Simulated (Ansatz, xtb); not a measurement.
## Relaxing a trial structure of COSe

The starting geometry of this gas-phase singlet has its atoms placed at random.

```yaml
atoms:
  - { symbol: C, position_ang: [-1.3321, 0.4292, -0.5635] }
  - { symbol: O, position_ang: [-0.6987, -0.7260, -0.2421] }
  - { symbol: Se, position_ang: [0.4011, 0.2057, 0.9014] }
```

Q: Guess where an optimisation with r2SCAN-D4/def2-SVP ends from this start.

A: It ends as a structure given below by its coordinates. Distances that change by over a tenth: C1–O2 (1.36 → 1.20 Å), O2–Se3 (1.84 → 2.15 Å). Contacts that close: C1–Se3 (2.28 → 2.01 Å).

The energy falls by 1.23 eV over 7 steps:

```csv
step,E − E(last) (eV)
1,1.226
2,0.423
3,0.046
4,0.013
5,0.001
6,0.000
7,0.000
```

Final geometry (Å):

```xyz
3

C    -1.1422    0.3557   -0.4128
O    -0.8635   -0.8076   -0.4018
Se    0.3758    0.3609    0.9104
```

From the same start GFN2-xTB reaches the same bonding as this run.

From so rough a start the end depends on the optimiser's path, so another program may land elsewhere. The end wasn't checked by frequencies. Run with Ansatz 0.2.0, 17 s on 1 thread of Arm Neoverse N1, with other jobs on the host.
